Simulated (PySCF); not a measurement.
CCl₃, SMILES Cl[C+](Cl)Cl, charge +1. Heavy atoms are numbered as in [C+:1]([Cl:2])([Cl:3])[Cl:4].

Geometry: r2SCAN-D4/def2-SVP.

Level of theory: PBE/pcSseg-2 run with PySCF.

GIAO shieldings, no solvent; atoms alike by connectivity are averaged. δ = σ(ref) − σ: ¹³C against TMS (σ = 181.4 ppm); ³⁵Cl against HCl (σ = 936.5 ppm), references at their B3LYP-D3(BJ)/def2-TZVP geometries, non-relativistic (without spin–orbit terms, shifts of atoms bonded to Cl or Br come out too high).

```tsv
nucleus	atoms	count	δ (ppm)
¹³C	C1	1	252.1
³⁵Cl	Cl2	3	938.5
```
